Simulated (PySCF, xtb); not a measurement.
C2H7OSi, SMILES C[Si](C)O, multiplicity 2.

Geometry: PBE-D3(BJ)/def2-SVP. The isomer is the one that the SMILES or the coordinates give; other isomers of the formula were not compared. The values are those of a single conformer.

Level of theory: IEF-PCM-ωB97X/def2-SVP (PySCF 2.14.0).

The values are the electrostatic part of the solvation free energy, E(continuum) − E(gas) at the gas-phase geometry, in a cavity of scaled van der Waals radii (PySCF's table); cavitation and dispersion terms are not included. The dipole moment in vacuum is 1.23 D.

Computed values in water (ε = 78.36), N,N-dimethylformamide (ε = 37.22), dimethylsulfoxide (ε = 46.83):
```json
[
 {"solvent": "water", "ε": "78.36", "ΔG(elec) (kcal/mol)": "-4.4", "dipole (D)": "1.60"},
 {"solvent": "N,N-dimethylformamide", "ε": "37.22", "ΔG(elec) (kcal/mol)": "-4.3", "dipole (D)": "1.59"},
 {"solvent": "dimethylsulfoxide", "ε": "46.83", "ΔG(elec) (kcal/mol)": "-4.3", "dipole (D)": "1.59"}
]
```

For comparison, GFN2-xTB/ALPB(water) (xtb, at the GFN2-xTB geometry, all terms of that model) gives -3.0 kcal/mol.
